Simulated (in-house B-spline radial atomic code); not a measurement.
Configurations of neutral barium, with energies counted from [Xe] 6s2. Method: scalar-relativistic (X2C) HSE06, spin-polarised, spherical fractional occupations, exact exchange averaged over the configuration, Fermi nucleus of rms radius 4.8378 fm. Calculated with a radial B-spline atomic code at the basis-set limit. Shells without spins written out take the highest spin.

Occupations are held fixed; configurations that lie above the ionisation limit could autoionise.

| configuration | E - E(ref) (eV) | highest orbital | its <r> (bohr) |
| --- | --- | --- | --- |
| [Xe] 4f1 6s1 | 4.1018 | 4f up | 14.89 |
| [Kr] 4d10 5s2 5p5 6s2 7s1 | 21.035 | 7s up | 10.21 |
| [Kr] 4d10 5s2 5p5 6s2 7p1 | 21.558 | 7p up | 12.66 |
| [Ar] 3d10 4s2 4p5 4d10 5s2 5p6 6s2 6d1 | 192.45 | 6d up | 10.35 |
| [Ar] 3d10 4s2 4p5 4d10 5s2 5p6 5f1 6s2 | 193.09 | 5f up | 15.79 |

(1) Order these further configurations by energy, lowest first.
A. [Kr] 4d10 5s2 5p5 6s2 6p1
B. [Kr] 4d10 5s2 5p5 6s2 6d1
C. [Kr] 4d9 4f1 5s2 5p6 6s2
D. [Xe] 6s1 7p1
E. [Kr] 4d9 5s2 5p6 6s2 6f1

(2) How far above the reference does [Xe] 6s1 6p1 lie?

Results:

(1) D (3.551 eV), A (19.07 eV), B (21.609 eV), C (92.502 eV), E (98.175 eV).

(2) 1.5369 eV; its least bound orbital is 6p up with <r> = 6.022 bohr.
